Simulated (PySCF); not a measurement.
Species: C5H7ClO2 (charge -1 and doublet state).
Numbering: `[CH3:1]/[C:2]([CH2:3][OH:4])=[C:5](/[Cl:6])[CH:7][O-:8]` (hydrogens: H9, H10, H11 on C1; H12, H13 on C3; H14 on O4; H15 on C7)

Geometry (GFN2-xTB, Å), atoms numbered from 1 in this order:
```
atom  x, y, z in Å
C1    -0.1624   -1.1834   -1.1183
C2    -0.2642   -0.1475   -0.0415
C3    -1.5827    0.5282    0.1494
O4    -1.6308    1.8821   -0.3277
C5     0.8641    0.2021    0.6956
Cl6    0.6452    1.5188    1.8622
C7     2.1706   -0.2961    0.6818
O8     2.6246   -1.2315   -0.0326
H9    -0.8451   -2.0196   -0.9265
H10   -0.4254   -0.7624   -2.0945
H11    0.8563   -1.5592   -1.1521
H12   -2.3591    0.0033   -0.4146
H13   -1.8770    0.5396    1.2147
H14   -0.8796    2.3243    0.0892
H15    2.8610    0.2091    1.3928
```

The hyperfine couplings belong to this conformer and change with its torsions.

Computed, not measured: UKS B3LYP, pcH-1 on C Cl H O, non-relativistic, mean-field spin-orbit, GIAO (PySCF). Whether the extra electron is bound in the gas phase wasn't checked; a finite basis holds it in any case. Couplings are sensitive to structure, and on GFN2-xTB geometries they can be far from those on DFT ones, by a factor of two or more for some ions and for spin on atoms past the first row. Stability of the SCF solution: not tested.

(1) Match the computed a_iso(17O) values -35.3, -21.3 MHz with the sites O4; O8.

(2) Match the computed a_iso(1H) values +37.2, -19.3, +14.7, -3.7 MHz (means over equivalent nuclei) with the sites H9/H10/H11; H12/H13; H14; H15.

Answers

(1) 
| site | a_iso (MHz) | ρ(0) (bohr⁻³) | position | distance from C2 (Å) | spin population | largest \|T\| (MHz) |
| --- | --- | --- | --- | --- | --- | --- |
| O4 | -35.3 | +0.0581 | 2 bonds from C2 | 2.46 | +0.02 | 11.4 |
| O8 | -21.3 | +0.0349 | 3 bonds from C2 | 3.09 | +0.23 | 79.7 |

(2) 
```json
{"site": "H9/H10/H11", "a_iso (MHz)": "+37.2", "ρ(0) (bohr⁻³)": "+0.0083", "position": "2 bonds from C2", "distance from C2 (Å)": "2.14", "bound to": "C1", "spin population there": "-0.05", "largest |T| (MHz)": "4.9"}
{"site": "H12/H13", "a_iso (MHz)": "+14.7", "ρ(0) (bohr⁻³)": "+0.0033", "position": "2 bonds from C2", "distance from C2 (Å)": "2.14", "bound to": "C3", "spin population there": "-0.02", "largest |T| (MHz)": "5.9"}
{"site": "H14", "a_iso (MHz)": "-3.7", "ρ(0) (bohr⁻³)": "-0.0008", "position": "3 bonds from C2", "distance from C2 (Å)": "2.55", "bound to": "O4", "spin population there": "+0.02", "largest |T| (MHz)": "5.6"}
{"site": "H15", "a_iso (MHz)": "-19.3", "ρ(0) (bohr⁻³)": "-0.0043", "position": "3 bonds from C2, on C7 of spin population +0.22", "distance from C2 (Å)": "3.46", "bound to": "C7", "spin population there": "+0.22", "largest |T| (MHz)": "12.4"}
```

ρ(0) is the spin density at the nucleus and T the dipolar tensor; a_iso includes a spin–orbit part; entries for several nuclei are means. The Mulliken spin populations are largest on C2 (+0.54), O8 (+0.23) and C7 (+0.22). Three atoms exceed +0.15. The angles at C2 add up to 359.9°, so it is planar.

β density exceeds α density at some nuclei, such as C5 (-0.0246), C1 (-0.0173) and C3 (-0.0157), spin density in bohr⁻³. In a single determinant that takes different orbitals for the two spins, that is spin polarisation.

Class means assume fast exchange of nuclei equivalent by connectivity; if that motion is slow, each nucleus keeps its own coupling. The three 1H nuclei of mean +37.2 MHz run from 1.9 to 56.5 MHz in the frozen geometry. The 1H value of +14.7 MHz is a mean of couplings from 0.8 to 28.5 MHz in this one geometry, not an average over conformers.

The SMILES `C/C(CO)=C(/Cl)[CH][O-]` draws the unpaired electron on C7, whose computed spin population is only +0.22.
